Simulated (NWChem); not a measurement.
# C2H7S cation; SMILES C[SH+]C

Results from NWChem. Pople sets run with spherical d functions. Structure relaxed at the PBE-D3(BJ)/def2-SVP level. Vertical excitations in the gas phase; the lowest state need not have the same character in each row.

For level B3LYP/6-31G*, full TDDFT:

```yaml
orbital gap (eV): 9.13
```

**Question.** What are these values for level PBE0/6-31G*, full TDDFT?

**Answer.** 
| Quantity | Value |
|---|---|
| orbital gap (eV) | 9.65 |
